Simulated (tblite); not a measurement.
Compound: C₆H₉NSi.
SMILES with atom numbers: `[H]/[N:4]=[C:3](\[CH:2]=[CH2:1])[CH2:5][C:6]#[C:7][SiH3:8]` (hydrogens: H9, H10 on C1; H11 on C2; H12 on N4; H13, H14 on C5; H15, H16, H17 on Si8)

The geometry is computed with GFN2-xTB (gas phase).

Q: Give the optimised bond lengths and angles.

A: 
```
                     bond  length (pm)
                    C1=C2        132.6
                    C2–C3        147.2
                    C3=N4        126.2
                    C3–C5        151.1
                    C5–C6        145.0
                    C6≡C7        120.5
                   C7–Si8        184.4
                    C1–H9        107.7
                   C1–H10        107.9
                   C2–H11        108.2
                   N4–H12        101.8
           C5–H13, C5–H14        109.4
Si8–H15, Si8–H16, Si8–H17        146.6
```

Bonds in one row agree within 1 pm and their mean is given. A selection of angles:
```
      angle  degrees
   C2–C1–H9    122.0
  C2–C1–H10    122.0
  H9–C1–H10    115.9
   C1–C2–C3    124.0
  C1–C2–H11    120.6
  C3–C2–H11    115.3
   C2–C3–N4    127.4
   C2–C3–C5    115.2
   N4–C3–C5    117.4
  C3–N4–H12    115.3
   C3–C5–C6    110.2
  C3–C5–H13    108.8
  C6–C5–H13    110.0
 H13–C5–H14    109.2
   C5–C6–C7    178.1
  C6–C7–Si8    179.4
 C7–Si8–H15    108.3
 C7–Si8–H17    108.8
H15–Si8–H16    110.3
H15–Si8–H17    110.8
```

Dihedral angles: C1–C2–C3–N4 -19° (synperiplanar); C2–C3–C5–C6 60° (synclinal); H12–N4–C3–C2 0° (synperiplanar). The mirror-image conformer, all signs reversed, is as good.

Of the pairs four or more bonds apart, C6···H11 is among the closest relative to their van der Waals radii: 2.63 Å, 91 % of the sum of Bondi's values. The 5 C–C bonds span 1.205 Å (C6≡C7, drawn triple) to 1.511 Å (C3–C5, drawn single), a spread of 0.306 Å. Si8 (SiH3 silicon) is tetrahedral (angles from 107.8° to 110.8°). N4 (imine nitrogen) is bent (angle 115.3°).

Point group: C1 (no symmetry element, even within 0.4 Å). Its GFN2-xTB frequencies are all real (lowest 16 cm⁻¹). One conformer, not necessarily the lowest.
